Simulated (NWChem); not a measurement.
System: HSeSF; SMILES F[Se]S

Input file for NWChem:

```
start job
memory heap 200 mb stack 900 mb global 1100 mb
geometry units angstroms noautoz
  Se    -0.407888     0.457480    -0.005635
  F      1.111665     1.374429    -0.023174
  S      0.285621    -1.578859    -0.058379
  H      0.454044    -1.788054     1.272495
end
basis spherical
  * library def2-svpd
end
dft
  xc xcamb88 1.00 lyp 0.81 vwn_5 0.19 hfexch 1.00
  cam 0.33 cam_alpha 0.19 cam_beta 0.46
  iterations 150
end
tddft
  cis
  nroots 6
  notriplet
end
task tddft energy
```

Parts of the log:

```
             Northwest Computational Chemistry Package (NWChem) 7.3.0
             --------------------------------------------------------

 C1  symmetry detected

                             Geometry "geometry" -> ""
                             -------------------------

 Output coordinates in angstroms (scale by  1.889725989 to convert to a.u.)

  No.       Tag          Charge          X              Y              Z
 ---- ---------------- ---------- -------------- -------------- --------------
    1 Se                  34.0000    -0.42334809     0.44658254    -0.00756944
    2 F                    9.0000     1.10415484     1.35037582    -0.01364429
    3 S                   16.0000     0.25291660    -1.59565513    -0.05599024
    4 H                    1.0000     0.40977575    -1.80670651     1.27600337

 Effective nuclear repulsion energy (a.u.)     264.0708933117

                                 NWChem DFT Module
                                 -----------------

 Summary of "ao basis" -> "ao basis" (spherical)
 ------------------------------------------------------------------------------
       Tag                 Description            Shells   Functions and Types
 ---------------- ------------------------------  ------  ---------------------
 Se                        def2-svpd                15       41   6s5p4d
 F                         def2-svpd                 9       23   4s3p2d
 S                         def2-svpd                11       27   5s4p2d
 H                         def2-svpd                 4        8   2s2p

            General Information
            -------------------
          SCF calculation type: DFT
          Wavefunction type:  closed shell.
          No. of atoms     :     4
          No. of electrons :    60
           Alpha electrons :    30
            Beta electrons :    30
          Charge           :     0
          Spin multiplicity:     1
          Use of symmetry is: off; symmetry adaption is: off
          Maximum number of iterations: 150
          AO basis - number of functions:    99
                     number of shells:    39
          Convergence on energy requested:  1.00D-06
          Convergence on density requested:  1.00D-05
          Convergence on gradient requested:  5.00D-04

              XC Information
              --------------
                     Hartree-Fock (Exact) Exchange  1.000
                   CAM-Becke88 Exchange Functional  1.000
                      VWN V Correlation Functional  0.190 local
              Lee-Yang-Parr Correlation Functional  0.810

           Range-Separation Parameters
           ---------------------------
           Alpha           :  0.19
           Beta            :  0.46
           Gamma           :  0.33
           Short-Range HF  :     F

             Grid Information
             ----------------
          Grid used for XC integration:  medium
          Radial quadrature: Mura-Knowles
          Angular quadrature: Lebedev.
          Tag              B.-S. Rad. Rad. Pts. Rad. Cut. Ang. Pts.
          ---              ---------- --------- --------- ---------
          Se                  1.15      112          12.0       590
          F                   0.50       49          12.0       434
          S                   1.00       88          12.0       590
          H                   0.35       45          11.0       434
          Grid pruning is: on
          Number of quadrature shells:   294
          Spatial weights used:  Erf1

      Superposition of Atomic Density Guess
      -------------------------------------

 Sum of atomic energies:       -2896.66206455

      Non-variational initial energy
      ------------------------------

 Total energy =   -2897.043111
 1-e energy   =   -4558.684206
 2-e energy   =    1397.570202
 HOMO         =      -0.239918
 LUMO         =      -0.058464

   convergence    iter        energy       DeltaE   RMS-Dens  Diis-err
 ---------------- ----- ----------------- --------- --------- ---------
 d= 0,ls=0.0,diis     1  -2899.7320908275 -3.16D+03  1.16D-02  6.27D-01
 d= 0,ls=0.0,diis     2  -2899.7170656647  1.50D-02  5.27D-03  9.70D-01
 d= 0,ls=0.0,diis     3  -2899.8011965227 -8.41D-02  1.15D-03  4.30D-02
 d= 0,ls=0.0,diis     4  -2899.8046488203 -3.45D-03  3.41D-04  1.09D-03
 d= 0,ls=0.0,diis     5  -2899.8047980017 -1.49D-04  9.47D-05  9.38D-05
  Resetting Diis
 d= 0,ls=0.0,diis     6  -2899.8048101291 -1.21D-05  4.53D-05  1.05D-05
 d= 0,ls=0.0,diis     7  -2899.8048121739 -2.04D-06  1.75D-05  8.97D-07
 d= 0,ls=0.0,diis     8  -2899.8048123706 -1.97D-07  7.95D-06  6.91D-07

         Total DFT energy =    -2899.804812370632
      One electron energy =    -4557.583101446057
           Coulomb energy =     1517.447967320961
    Exchange-Corr. energy =     -123.740571557257
 Nuclear repulsion energy =      264.070893311722

 Numeric. integr. density =       59.999995195442

                       DFT Final Molecular Orbital Analysis
                       ------------------------------------

 Vector   28  Occ=2.000000D+00  E=-4.168766D-01
              MO Center=  7.0D-02, -3.4D-01, -7.7D-02, r^2= 3.4D+00
   Bfn.  Coefficient  Atom+Function         Bfn.  Coefficient  Atom+Function
  ----- ------------  ---------------      ----- ------------  ---------------
    77      0.361033  3 S  py                74      0.301231  3 S  py
    14     -0.233255  1 Se py                13      0.219030  1 Se px
    46      0.219068  2 F  px                47     -0.215948  2 F  py
     4     -0.209204  1 Se s                  5     -0.194976  1 Se s
    17     -0.176899  1 Se py                71      0.169561  3 S  py

 Vector   29  Occ=2.000000D+00  E=-3.663705D-01
              MO Center=  2.3D-01, -1.3D+00, -2.0D-02, r^2= 2.1D+00
   Bfn.  Coefficient  Atom+Function         Bfn.  Coefficient  Atom+Function
  ----- ------------  ---------------      ----- ------------  ---------------
    76      0.554885  3 S  px                73      0.435471  3 S  px
    70      0.242241  3 S  px                 5      0.142216  1 Se s
    47     -0.132057  2 F  py                77      0.125477  3 S  py
    46     -0.108933  2 F  px                 4      0.108139  1 Se s
    74      0.108439  3 S  py                50      0.099783  2 F  py

 Vector   30  Occ=2.000000D+00  E=-3.158742D-01
              MO Center= -2.6D-01,  2.7D-01,  2.2D-02, r^2= 2.4D+00
   Bfn.  Coefficient  Atom+Function         Bfn.  Coefficient  Atom+Function
  ----- ------------  ---------------      ----- ------------  ---------------
    18      0.546415  1 Se pz                15      0.524185  1 Se pz
    12     -0.317148  1 Se pz                48      0.233246  2 F  pz
    51     -0.164305  2 F  pz                92     -0.149437  4 H  s
    68      0.113980  3 S  s                  9      0.102581  1 Se pz
    75     -0.098954  3 S  pz                93     -0.093502  4 H  s

[...]

                                NWChem TDDFT Module
                                -------------------

            General Information
            -------------------
           No. of orbitals :     198
            Alpha orbitals :      99
             Beta orbitals :      99
        Alpha frozen cores :       0
         Beta frozen cores :       0
     Alpha frozen virtuals :       0
      Beta frozen virtuals :       0
         Spin multiplicity :       1
    Number of AO functions :      99
        Use of symmetry is : off
      Symmetry adaption is : off
         Schwarz screening :  0.10D-07

              XC Information
              --------------
              Hartree-Fock (Exact) Exchange   1.00
            CAM-Becke88 Exchange Functional   1.00
               VWN V Correlation Functional   0.19 local
       Lee-Yang-Parr Correlation Functional   0.81
           Alpha           :  0.19
           Beta            :  0.46
           Gamma           :  0.33

             TDDFT Information
             -----------------
          Calculation type : Tamm-Dancoff TDDFT
         Wavefunction type : Restricted singlets
          No. of electrons :      60
           Alpha electrons :      30
            Beta electrons :      30
              No. of roots :       6
          Max subspacesize :    5200
            Max iterations :     100
               Target root :       1
           Target symmetry : none
      Symmetry restriction : off
                 Algorithm : Optimal
        Davidson threshold :  0.10D-03

    6 smallest eigenvalue differences (eV)
--------------------------------------------------------
  No. Spin  Occ  Vir  Irrep   E(Occ)    E(Vir)   E(Diff)
--------------------------------------------------------
    1    1   30   31 a        -0.316    -0.035     7.645
    2    1   30   32 a        -0.316    -0.022     8.004
    3    1   29   31 a        -0.366    -0.035     9.019
    4    1   30   33 a        -0.316     0.020     9.141
    5    1   29   32 a        -0.366    -0.022     9.378
    6    1   30   34 a        -0.316     0.057    10.152
--------------------------------------------------------

  Entering Davidson iterations
  Restricted singlet excited states

  Iter   NTrls   NConv    DeltaV     DeltaE      Time
  ----  ------  ------  ---------  ---------  ---------
    1      6       0     0.13E+00   0.10+100       14.5
    2     12       0     0.38E-01   0.27E-01       14.7
    3     18       0     0.20E-01   0.26E-02       17.1
    4     24       0     0.16E-01   0.77E-03       20.1
    5     30       0     0.46E-01   0.11E-01       18.2
    6     36       2     0.52E-01   0.93E-02       23.2
    7     40       3     0.15E-01   0.36E-02       23.6
    8     43       5     0.43E-02   0.27E-03       24.5
    9     44       5     0.13E-02   0.22E-04       16.5
   10     45       5     0.36E-03   0.18E-05       12.4
   11     46       5     0.11E-03   0.15E-06       14.0
   12     47       6     0.56E-04   0.11E-07       12.8
  ----  ------  ------  ---------  ---------  ---------
  Convergence criterion met

  Ground state a       -2899.804812370632 a.u.

  ----------------------------------------------------------------------------
  Root   1 singlet a              0.131362492 a.u.                3.5746 eV
  ----------------------------------------------------------------------------
     Transition Moments    X  0.02281   Y -0.02068   Z -0.09365
     Dipole Oscillator Strength                    0.0008510377
     Electric Quadrupole                           0.0000000144
     Magnetic Dipole                               0.0000014460
     Total Oscillator Strength                     0.0008524981

     Occ.   30  a   ---  Virt.   31  a        0.96161
     Occ.   30  a   ---  Virt.   32  a       -0.22778
     Occ.   30  a   ---  Virt.   36  a        0.06878
     Occ.   30  a   ---  Virt.   37  a       -0.05643
     Occ.   30  a   ---  Virt.   40  a        0.06761
  ----------------------------------------------------------------------------
  Root   2 singlet a              0.158441448 a.u.                4.3114 eV
  ----------------------------------------------------------------------------
     Transition Moments    X -0.04545   Y  0.11489   Z  0.09281
     Dipole Oscillator Strength                    0.0025224429
     Electric Quadrupole                           0.0000000051
     Magnetic Dipole                               0.0000001385
     Total Oscillator Strength                     0.0025225865

     Occ.   30  a   ---  Virt.   31  a        0.23086
     Occ.   30  a   ---  Virt.   32  a        0.94663
     Occ.   30  a   ---  Virt.   33  a       -0.11207
     Occ.   30  a   ---  Virt.   34  a        0.08928
     Occ.   30  a   ---  Virt.   35  a       -0.07424
     Occ.   30  a   ---  Virt.   36  a       -0.10001
  ----------------------------------------------------------------------------
  Root   3 singlet a              0.202754429 a.u.                5.5172 eV
  ----------------------------------------------------------------------------
     Transition Moments    X  0.12225   Y  0.03686   Z -0.00437
     Dipole Oscillator Strength                    0.0022062323
     Electric Quadrupole                           0.0000000114
     Magnetic Dipole                               0.0000001791
     Total Oscillator Strength                     0.0022064229

     Occ.   29  a   ---  Virt.   31  a       -0.34074
     Occ.   29  a   ---  Virt.   32  a       -0.89525
     Occ.   29  a   ---  Virt.   33  a        0.17086
     Occ.   29  a   ---  Virt.   34  a       -0.17506
     Occ.   29  a   ---  Virt.   35  a        0.07530
     Occ.   29  a   ---  Virt.   47  a        0.05038
  ----------------------------------------------------------------------------
  Root   4 singlet a              0.214929484 a.u.                5.8485 eV
  ----------------------------------------------------------------------------
     Transition Moments    X -0.02606   Y  0.40048   Z -0.05422
     Dipole Oscillator Strength                    0.0234994680
     Electric Quadrupole                           0.0000001247
     Magnetic Dipole                               0.0000004562
     Total Oscillator Strength                     0.0235000489

     Occ.   28  a   ---  Virt.   31  a        0.11987
     Occ.   28  a   ---  Virt.   32  a        0.30547
     Occ.   28  a   ---  Virt.   33  a       -0.05118
     Occ.   28  a   ---  Virt.   34  a        0.05498
     Occ.   29  a   ---  Virt.   31  a       -0.84337
     Occ.   29  a   ---  Virt.   32  a        0.31679
     Occ.   29  a   ---  Virt.   37  a        0.06652
     Occ.   30  a   ---  Virt.   32  a        0.06147
     Occ.   30  a   ---  Virt.   33  a        0.20566
  ----------------------------------------------------------------------------
  Root   5 singlet a              0.222388100 a.u.                6.0515 eV
  ----------------------------------------------------------------------------
     Transition Moments    X  0.08381   Y -0.31061   Z -0.24878
     Dipole Oscillator Strength                    0.0245206059
     Electric Quadrupole                           0.0000002856
     Magnetic Dipole                               0.0000022124
     Total Oscillator Strength                     0.0245231039

     Occ.   28  a   ---  Virt.   32  a       -0.16048
     Occ.   29  a   ---  Virt.   31  a        0.16008
     Occ.   29  a   ---  Virt.   33  a        0.06046
     Occ.   30  a   ---  Virt.   32  a        0.08438
     Occ.   30  a   ---  Virt.   33  a        0.94949
     Occ.   30  a   ---  Virt.   36  a       -0.13986
     Occ.   30  a   ---  Virt.   37  a       -0.06835
  ----------------------------------------------------------------------------
  Root   6 singlet a              0.241295589 a.u.                6.5660 eV
  ----------------------------------------------------------------------------
     Transition Moments    X  0.17180   Y -0.08244   Z  0.02471
     Dipole Oscillator Strength                    0.0059396891
     Electric Quadrupole                           0.0000001549
     Magnetic Dipole                               0.0000024230
     Total Oscillator Strength                     0.0059422670

     Occ.   25  a   ---  Virt.   31  a       -0.10054
     Occ.   26  a   ---  Virt.   31  a        0.06707
     Occ.   27  a   ---  Virt.   31  a       -0.08386
     Occ.   28  a   ---  Virt.   31  a        0.93019
     Occ.   28  a   ---  Virt.   32  a       -0.13151
     Occ.   28  a   ---  Virt.   37  a       -0.07240
     Occ.   28  a   ---  Virt.   40  a        0.06222
     Occ.   29  a   ---  Virt.   31  a        0.06674
     Occ.   29  a   ---  Virt.   33  a        0.22962
     Occ.   29  a   ---  Virt.   39  a       -0.05059

              Target root =      1
          Target symmetry = none
      Ground state energy =  -2899.804812370632
        Excitation energy =      0.131362492282
     Excited state energy =  -2899.673449878349

  stored tddft:energy   -2899.6734498783494
```

Level: CAM-B3LYP/def2-SVPD, TDA. Coordinates come from a PBE0/def2-SVP optimisation.
